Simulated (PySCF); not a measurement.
1,3-azasiletidine (C2H7NSi), SMILES [SiH2]1CNC1.

The structure is a stationary point at PBE-D3(BJ)/def2-SVP.

Two levels are set side by side: PBE/def2-TZVP (PySCF) and B3LYP/def2-TZVP (PySCF). Same geometry, gas phase. Differences are taken from unrounded values.

```tsv
quantity	B3LYP
orbital gap (eV)	6.24
highest occupied level (eV)	-6.29
lowest empty level (eV)	-0.05
dipole moment (D)	1.00
mean polarisability (bohr³)	58.7
```

**Question.** What does PBE give, and how far is it from B3LYP? (Estimate from the structure and the level; the computed values follow.)

**Answer.** 
```json
[
 {"quantity": "orbital gap (eV)", "PBE": "4.48", "PBE minus B3LYP": "-1.77"},
 {"quantity": "highest occupied level (eV)", "PBE": "-5.12", "PBE minus B3LYP": "1.17"},
 {"quantity": "lowest empty level (eV)", "PBE": "-0.64", "PBE minus B3LYP": "-0.59"},
 {"quantity": "dipole moment (D)", "PBE": "1.00", "PBE minus B3LYP": "0.00"},
 {"quantity": "mean polarisability (bohr³)", "PBE": "60.4", "PBE minus B3LYP": "1.8"}
]
```

Without exact exchange PBE keeps part of each electron's self-repulsion, which lifts occupied levels and narrows the gap. Differences between two approximate levels are no errors against the true value.

Rough cost on one machine, each run with all the roots and properties that it gave: B3LYP against PBE within a factor of 2.
